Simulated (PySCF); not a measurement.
stibine (H₃Sb), singlet, at a GFN2-xTB geometry (all electrons, no relativity); CASSCF(6,4)/STO-3G in PySCF.

PySCF was given this input:
```python
from pyscf import gto, scf, mcscf
import numpy

mol = gto.M(
    atom='''
Sb   -0.00092814   -0.00020172    0.05507041
H    -0.85857769   -1.03979226   -0.95475432
H    -0.45042441    1.28241275   -0.93936937
H     1.35633723   -0.23233283   -0.91446716
''',
    basis='sto-3g',
    verbose=4,
)

mf = scf.RHF(mol)
mf.kernel()
mc = mcscf.CASSCF(mf, 4, 6)
mc.kernel()
occ = numpy.linalg.eigvalsh(mc.fcisolver.make_rdm1(mc.ci, mc.ncas, mc.nelecas))[::-1]
ss = mc.fcisolver.spin_square(mc.ci, mc.ncas, mc.nelecas)[0]
print('natural occupations', occ.round(4), ' <S^2>', round(ss, 4))
```

What the program printed (banner, timings and long lists left out):

```
PySCF version 2.14.0

[INPUT] verbose = 4
[INPUT] num. atoms = 4
[INPUT] num. electrons = 54
[INPUT] charge = 0
[INPUT] spin (= nelec alpha-beta = 2S) = 0
[INPUT] symmetry False subgroup None
[INPUT] Mole.unit = angstrom
[INPUT] Symbol           X                Y                Z      unit          X                Y                Z       unit  Magmom
[...]
nuclear repulsion = 48.7500422381374
number of shells = 14
number of NR pGTOs = 90
number of NR cGTOs = 30
basis = sto-3g
ecp = {}

******** <class 'pyscf.scf.hf.RHF'> ********
method = RHF
initial guess = minao
damping factor = 0
level_shift factor = 0
DIIS = <class 'pyscf.scf.diis.CDIIS'>
diis_start_cycle = 1
diis_space = 8
diis_damp = 0
SCF conv_tol = 1e-09
SCF conv_tol_grad = None
SCF max_cycles = 50
direct_scf = True
direct_scf_tol = 1e-13
Set gradient conv threshold to 3.16228e-05
Initial guess from minao.
init E= -6234.2179290316
[...]
cycle= 1 E= -6253.02256791434  delta_E= -18.8  |g|= 0.339  |ddm|= 2.11
[...]
cycle= 2 E= -6253.07873645689  delta_E= -0.0562  |g|= 0.0218  |ddm|= 0.705
[...]
cycle= 3 E= -6253.07901191005  delta_E= -0.000275  |g|= 0.00473  |ddm|= 0.064
[...]
cycle= 4 E= -6253.07902760931  delta_E= -1.57e-05  |g|= 0.000325  |ddm|= 0.0195
[...]
cycle= 5 E= -6253.07902769016  delta_E= -8.09e-08  |g|= 2.86e-05  |ddm|= 0.0013
[...]
cycle= 6 E= -6253.07902769069  delta_E= -5.35e-10  |g|= 6.92e-07  |ddm|= 9.46e-05
[...]
Extra cycle  E= -6253.0790276907  delta_E= -5.46e-12  |g|= 1.05e-07  |ddm|= 8.36e-07
converged SCF energy = -6253.0790276907

******** <class 'pyscf.mcscf.mc1step.CASSCF'> ********
CAS (3e+3e, 4o), ncore = 24, nvir = 2
max_cycle_macro = 50
max_cycle_micro = 4
conv_tol = 1e-07
conv_tol_grad = None
orbital rotation max_stepsize = 0.02
orbital rotation threshold for CI restart = 0.01
augmented hessian ah_max_cycle = 30
augmented hessian ah_conv_tol = 1e-12
augmented hessian ah_linear dependence = 1e-14
augmented hessian ah_level shift = 1e-08
augmented hessian ah_start_tol = 2.5
augmented hessian ah_start_cycle = 3
augmented hessian ah_grad_trust_region = 3
kf_trust_region = 3
kf_interval = 4
ci_response_space = 4
ci_grad_trust_region = 3
with_dep4 0
natorb = False
canonicalization = True
sorting_mo_energy = False
ao2mo_level = 2
internal_rotation = False
******** <class 'pyscf.fci.direct_spin1.FCISolver'> ********
max. cycles = 50
conv_tol = 1e-08
davidson only = False
linear dependence = 1e-12
level shift = 0.001
max iter space = 12
nroots = 1
pspace_size = 400
[...]
CASCI E = -6253.09047370407  S^2 = 0.0000000
[...]
macro iter   5 ( 17 JK    4 micro), CASSCF E = -6253.09703863921  dE = -4.46600661e-05  S^2 = 0.0000000
               |grad[o]|=0.00206  |grad[c]|=0.0125  |ddm|=0.00107  |maxRot[o]|=0.109
macro iter   6 ( 17 JK    4 micro), CASSCF E = -6253.09708580885  dE = -4.71696421e-05  S^2 = 0.0000000
               |grad[o]|=0.0015  |grad[c]|=0.00464  |ddm|=0.000518  |maxRot[o]|=0.0833
macro iter   7 (  7 JK    2 micro), CASSCF E = -6253.09717820861  dE = -9.23997659e-05  S^2 = 0.0000000
               |grad[o]|=0.00119  |grad[c]|=0.00236  |ddm|=0.000362  |maxRot[o]|=0.0699
macro iter   8 (  7 JK    2 micro), CASSCF E = -6253.09725953586  dE = -8.13272436e-05  S^2 = 0.0000000
               |grad[o]|=0.000965  |grad[c]|=0.00253  |ddm|=0.00036  |maxRot[o]|=0.0699
macro iter   9 (  7 JK    2 micro), CASSCF E = -6253.09732659654  dE = -6.70606778e-05  S^2 = 0.0000000
               |grad[o]|=0.000783  |grad[c]|=0.00286  |ddm|=0.000452  |maxRot[o]|=0.0699
macro iter  10 (  7 JK    2 micro), CASSCF E = -6253.09737822993  dE = -5.16333930e-05  S^2 = 0.0000000
               |grad[o]|=0.0006  |grad[c]|=0.00338  |ddm|=0.000646  |maxRot[o]|=0.0699
macro iter  11 (  7 JK    2 micro), CASSCF E = -6253.09741298977  dE = -3.47598389e-05  S^2 = 0.0000000
               |grad[o]|=0.000417  |grad[c]|=0.00428  |ddm|=0.00074  |maxRot[o]|=0.0655
macro iter  12 (  7 JK    2 micro), CASSCF E = -6253.09742993303  dE = -1.69432624e-05  S^2 = 0.0000000
               |grad[o]|=0.000299  |grad[c]|=0.00467  |ddm|=0.000377  |maxRot[o]|=0.0699
macro iter  13 (  7 JK    2 micro), CASSCF E = -6253.09743915372  dE = -9.22068830e-06  S^2 = 0.0000000
               |grad[o]|=0.000233  |grad[c]|=0.00589  |ddm|=0.000186  |maxRot[o]|=0.0699
macro iter  14 (  6 JK    1 micro), CASSCF E = -6253.09744280822  dE = -3.65450160e-06  S^2 = 0.0000000
               |grad[o]|=0.000147  |grad[c]|=0.0094  |ddm|=0.000147  |maxRot[o]|=0.0747
macro iter  15 (  5 JK    1 micro), CASSCF E = -6253.09744285443  dE = -4.62114258e-08  S^2 = 0.0000000
               |grad[o]|=8.97e-05  |grad[c]|=3.4e-05  |ddm|=1.77e-05  |maxRot[o]|=0.00371
1-step CASSCF converged in  15 macro (174 JK  40 micro) steps
CASSCF canonicalization
Density matrix diagonal elements [1.99894138 1.9728208  1.99341776 0.03482006]
CASSCF energy = -6253.09744285443
CASCI E = -6253.09744285443  E(CI) = -6.95668521192329  S^2 = 0.0000000
natural occupations [1.9999 1.9983 1.9671 0.0347]  <S^2> 0.0
```
